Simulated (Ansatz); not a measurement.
Molecule: MoH$_{6}$, charge 0, multiplicity 1. 
Coordinates optimised at B3LYP-D3(BJ)/def2-TZVP (Ansatz, a program for electronic structure):
SMILES: [MoH6]
```xyz
7

Mo     0.0065    -0.0062    -0.0618
H     -0.4539    -0.7860     1.3033
H     -0.7547     0.8525     1.1073
H     -0.5134    -1.5975    -0.2825
H     -1.0282     1.2068    -0.6180
H      0.8169     0.3087     1.3267
H      1.6615     0.2760    -0.2426
```

Property: atomisation energy (electronic, to ground-state atoms), in kJ/mol. Cores are frozen in the correlated levels unless marked. Open shells are spin-unrestricted. Spin-orbit coupling is left out. Frozen are the shells of the preceding noble gas and the d and f shells that filled before the atom's block. Past Kr the def2 sets carry scalar-relativistic core potentials. The coupled-cluster limit lacks core correlation, which all-electron functionals hold. CBS(X,Y): correlation extrapolated as X^-3; Hartree-Fock from the larger set.

The T1 diagnostic of CCSD in the largest basis is 0.039, which is high, so the coupled-cluster rows are less sure than usual.

```tsv
level	program	atomisation energy (kJ/mol)
PBE0-D3(BJ)/def2-TZVP	Ansatz + dftd3	…
B2PLYP-D4/def2-TZVPD	Ansatz + dftd4	1486.8
PBE-QIDH/def2-TZVPD	Ansatz	…
CCSD(T)/CBS(def2-TZVPP,def2-QZVPP)	Ansatz	1496.7
```

Fill in the missing entries.


- PBE0-D3(BJ)/def2-TZVP, atomisation energy (kJ/mol): 1450.2
- PBE-QIDH/def2-TZVPD, atomisation energy (kJ/mol): 1377.2
